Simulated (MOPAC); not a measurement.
MOPAC input (MNDO):

```
MNDO PRECISE GNORM=0.05 LET XYZ CHARGE=-1 GEO-OK AUX(PRECISION=9) THREADS=1
C3H7Si

C    -2.19443100 1    0.28753400 1    0.29471900 1
C    -1.17691100 1   -0.02544700 1   -0.52064600 1
C    -0.06493400 1   -0.82036600 1    0.12327600 1
Si    1.44153400 1    0.25876900 1   -0.07809400 1
H    -3.04574100 1    0.89186900 1   -0.02745600 1
H    -2.25642300 1   -0.04532000 1    1.35375900 1
H    -0.21453800 1   -1.11194800 1    1.19278200 1
H     0.14993900 1   -1.74170100 1   -0.43712000 1
H     1.87413600 1    0.41262900 1   -1.49397100 1
H     1.27385100 1    1.62243200 1    0.49199000 1
H     2.65495000 1   -0.30105500 1    0.62923900 1
```

From the output:

```
                                                       MOPAC v23.2.5 Linux

          FINAL HEAT OF FORMATION =         38.01652 KCAL/MOL =     159.06113 KJ/MOL

          COSMO AREA              =        126.84 SQUARE ANGSTROMS
          COSMO VOLUME            =        115.82 CUBIC ANGSTROMS

          GRADIENT NORM           =          0.04266          =       0.01286 PER ATOM
          IONIZATION POTENTIAL    =          0.900505 EV
          HOMO LUMO ENERGIES (EV) =         -0.901  6.597
          NO. OF FILLED LEVELS    =         12
          MOLECULAR WEIGHT        =         71.1738         POINT GROUP:  C1

          MOLECULAR DIMENSIONS (Angstroms)

            Atom       Atom       Distance
            H    11    H     5     5.68279
            H     7    H     9     3.58477
            H    10    H     8     3.24587

          SCF CALCULATIONS        =         84

   ATOM   CHEMICAL          X               Y               Z
  NUMBER   SYMBOL      (ANGSTROMS)     (ANGSTROMS)     (ANGSTROMS)

     1       C         -2.26477141  *   0.39013456  *   0.14241913  *
     2       C         -1.14465688  *  -0.22280300  *   0.06565896  *
     3       C          0.08037668  *  -0.89718505  *   0.13908641  *
     4      Si          1.39927668  *   0.29660981  *  -0.10765715  *
     5       H         -2.89052946  *   0.71325707  *  -0.71327524  *
     6       H         -2.78256169  *   0.70937315  *   1.07146290  *
     7       H          0.24847462  *  -1.45937468  *   1.10897247  *
     8       H          0.16976681  *  -1.72966062  *  -0.61828347  *
     9       H          1.43640742  *   0.88424555  *  -1.36568972  *
    10       H          1.45600481  *   1.32171009  *   0.82717763  *
    11       H          2.65153079  *  -0.32010847  *   0.00211626  *

                             CARTESIAN COORDINATES

   1    C       -2.264771410     0.390134559     0.142419134
   2    C       -1.144656880    -0.222802997     0.065658955
   3    C        0.080376678    -0.897185048     0.139086407
   4   Si        1.399276681     0.296609814    -0.107657150
   5    H       -2.890529458     0.713257066    -0.713275242
   6    H       -2.782561686     0.709373150     1.071462902
   7    H        0.248474618    -1.459374679     1.108972472
   8    H        0.169766805    -1.729660620    -0.618283470
   9    H        1.436407423     0.884245547    -1.365689723
  10    H        1.456004809     1.321710094     0.827177625
  11    H        2.651530788    -0.320108470     0.002116258

           Empirical Formula: C3 H7 Si  =    11 atoms

      MOLECULAR POINT GROUP   :   C1

                  EIGENVALUES
 -30.74836 -24.20497 -14.99778 -12.85272  -9.00353  -8.69113  -7.86409  -7.55493
  -7.40414  -6.87659  -3.10805  -0.90051   6.59659   6.69300   7.19784   7.81343
   8.82172   9.36970  10.35497  11.15159  11.22779  12.71992  14.73671

              NET ATOMIC CHARGES AND DIPOLE CONTRIBUTIONS

  ATOM NO.   TYPE          CHARGE      No. of ELECS.   s-Pop       p-Pop
    1          C           0.045409        3.9546     1.17354     2.78105
    2          C          -0.780568        4.7806     1.21641     3.56416
    3          C          -0.073791        4.0738     1.19572     2.87807
    4         Si           1.502547        2.4975     1.00063     1.49683
    5          H          -0.105768        1.1058     1.10577
    6          H          -0.115770        1.1158     1.11577
    7          H          -0.120983        1.1210     1.12098
    8          H          -0.097539        1.0975     1.09754
    9          H          -0.405684        1.4057     1.40568
   10          H          -0.404587        1.4046     1.40459
   11          H          -0.443269        1.4433     1.44327
 DIPOLE           X         Y         Z       TOTAL
 POINT-CHG.     5.359     0.649    -0.482     5.420
 HYBRID        -0.307    -0.169     0.216     0.412
 SUM            5.052     0.480    -0.265     5.082

          ATOMIC ORBITAL ELECTRON POPULATIONS

     Atom    s        px        py        pz
    1  C   1.17354   0.90548   1.05788   0.81770
    2  C   1.21641   0.91435   0.90488   1.74493
    3  C   1.19572   1.04691   0.95238   0.87879
    4 Si   1.00063   0.50753   0.52708   0.46221
    5  H   1.10577
    6  H   1.11577
    7  H   1.12098
    8  H   1.09754
    9  H   1.40568
   10  H   1.40459
   11  H   1.44327

 **********************
 *                    *
 * JOB ENDED NORMALLY *
 *                    *
 **********************

 == MOPAC DONE ==
```

The dipole moment of an ion depends on the origin.

The geometry given is a B3LYP-D3(BJ)/def2-TZVP minimum.
